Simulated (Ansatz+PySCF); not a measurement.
The numbers below are computed, except where a source is named.
This Ansatz input gave a total energy of -15.80031 hartree.

```yaml
crystal:
  periodic: [false, false, false]
  atoms:
    - { symbol: H, position_ang: [0.0, 0.0, -1.3391] }
    - { symbol: Be, position_ang: [0.0, 0.0, 0.0] }
    - { symbol: H, position_ang: [0.0, 0.0, 1.3391] }
basis:
  gaussian: { orbitals: "6-31G" }
magnetization:
  spin_polarized: true
hamiltonian:
  xc: hf
correlation:
  method: ccsd_t
  frozen_orbitals: { Be: 0, H: 0 }
scf:
  omitted_lower_state_checks: [stability, starts, atomic_configurations, cluster_reference, orbital_swaps, given_window_search, neighbouring_geometries, increment]
```

Write an input for PySCF with the same method and basis set.

```python
from pyscf import gto, scf, cc

mol = gto.M(atom="""
H 0.000000 0.000000 -1.339100
Be 0.000000 0.000000 0.000000
H 0.000000 0.000000 1.339100
""", basis='6-31g', charge=0, spin=0)
mf = scf.UHF(mol)
mf.kernel()
mycc = cc.CCSD(mf, frozen=None).run()
et = mycc.ccsd_t()
print(mf.e_tot, mycc.e_corr, et, mycc.e_tot + et)
```

PySCF 2.14.0 gave -15.80030 hartree, 0.03 meV from the first.
